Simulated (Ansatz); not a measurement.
| atom | x (Å) | y (Å) | z (Å) |
| --- | --- | --- | --- |
| C | -0.0103 | -0.0287 | 0.0173 |
| H | 1.0960 | -0.0127 | -0.0028 |
| H | -0.5236 | 0.9656 | -0.0120 |
| H | -0.5621 | -0.9241 | -0.0026 |

Basis set: cc-pVDZ (spherical functions). Frozen core: 1 orbital. Charge 0, multiplicity 2.

Computed with Ansatz (development build ahead of 0.2.0); each method stands on the lowest determinant of its kind that the runs found.

The atomization energy at this shape (free ground-state atoms in the same class of orbitals less the molecule, no zero-point energy) of doublet CH₃:

| method | atomization energy |
| --- | --- |
| UHF-MP2 | 283.93 kcal/mol |

(1) What does UHF give?

Results:

(1) 236.68 kcal/mol.
